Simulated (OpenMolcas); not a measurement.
A calculation on B+.

| Item | Value |
| --- | --- |
| Program | OpenMolcas 26.06 |
| Method | SS-RASPT2, IPEA 0.25 Eh, imaginary shift 0.1 Eh (closed shells correlated: 1s) |
| Basis | ANO-RCC-VTZP [4s3p2d1f] |
| Scalar Hamiltonian | DKH2, point nucleus |
| Active space | 2 electrons in 9 orbitals (RAS2 2s 2p; RAS3 3d, at most 2 electrons) |
| State averaging | 2S+1 = 3 even, 3 roots; 2S+1 = 1 even, 7 roots; 2S+1 = 3 odd, 3 roots; 2S+1 = 1 odd, 3 roots |
| Spin-orbit coupling | RASSI with atomic mean-field integrals over the reference wave functions, term energies averaged over their components |

Problem. Which level of the active space comes out lowest?

Solution. 2s2 1S0, with 100 % of that term; it is also the measured ground level.

Problem. How high does 2s 2p 3P* 1 lie?

Solution. 37170 cm-1 above the lowest level; measured 37342 cm-1 above the ground level, so the calculation is off by 0 %.

Problem. How high does 2p2 3P2 lie?

Solution. 99074 cm-1 above the lowest level; measured 98933 cm-1 above the ground level, so the calculation is off by 0 %.

Problem. How high does 2p2 1D2 lie?

Solution. 102856 cm-1 above the lowest level; measured 102363 cm-1 above the ground level, so the calculation is off by 0 %.

Measured values: NIST Handbook of Basic Atomic Spectroscopic Data.

Active for correlation alone: 3d; no level in the range computed is led by a configuration that fills it, so any true level of that kind is missing. Measured partners are found by configuration, term and J. A level has none where our copy of the source lacks it or the pairing is in doubt (some pairs that miss far off the trend of their configuration count as doubtful), and it then counts in no deviation. Only configurations of the active space appear.

* marks odd parity.
